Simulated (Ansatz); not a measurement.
`[NH2][Y]([F])[Cl]` + H₂O → `[NH2][Y]([OH])[F]` + HCl at 298.15 K and 1 bar (formal hydrolysis of a Y–Cl bond).

Gas-phase electronic energies from Ansatz, PBE0-D4/def2-TZVP geometries. CCSD(T)/CBS is the MP2 limit (def2-TZVPP, def2-QZVPP) plus CCSD(T) − MP2 in def2-TZVPP, frozen cores. This one scheme is used for every species. Elements past krypton have def2 core potentials. For Y outer-core shells are correlated without core-valence functions, which leaves a few kJ/mol of doubt a bond. One conformer a species, not always the lowest.

| species | CCSD(T)/CBS energy (Eh) | H − E (kJ/mol) | S (J/(mol·K)) |
| --- | --- | --- | --- |
| `[NH2][Y]([F])[Cl]` | -653.94368 | 90.6 | 354.7 |
| H₂O | -76.37941 | 66.4 | 188.7 |
| `[NH2][Y]([OH])[F]` | -269.91757 | 121.6 | 352.2 |
| HCl | -460.38127 | 26.6 | 186.8 |

H − E and S are ideal-gas, rigid-rotor, harmonic terms from PBE0-D4/def2-TZVP, for one conformer and one mirror image of each species. 1 Eh = 2625.50 kJ/mol, R = 8.31446 J/(mol·K).

Question: By hand: ΔE, ΔH, ΔS and ΔG.

Answer: ΔE = (-269.91757) + (-460.38127) − (-653.94368) − (-76.37941) = 0.02425 Eh = 63.7 kJ/mol. Δ(H − E) = 121.6 + 26.6 − 90.6 − 66.4 = -8.8, so ΔH = 54.9 kJ/mol. ΔS = 352.2 + 186.8 − 354.7 − 188.7 = -4.4 J/(mol·K). ΔG = 54.9 − 298.15 × (-4.4)/1000 = 56.2 kJ/mol.

Question: By hand: the equilibrium constant, and the temperature at which ΔG would vanish if ΔH and ΔS stayed fixed.

Answer: log₁₀ K = −ΔG/(RT ln 10) = -9.8. ΔH and −TΔS have one sign here, so there is no such temperature.

The number of gas molecules stays the same, so ΔS is small and ΔH decides. A doubt of 5 kJ/mol in ΔE shifts log₁₀ K by 0.9 here. Other conformers and mirror images would add mixing entropy, several J/(mol·K) or more a flexible species. Modes under 60 cm⁻¹, often nearly free rotors, make the harmonic entropy too high. These are equilibria of isolated gas molecules and say nothing of rates. Largest T1 diagnostic: 0.014 (customary marks: 0.02 for closed shells, 0.045 for open ones).

ΔS is within the doubt of such terms, so its sign, and with it that verdict, could turn.
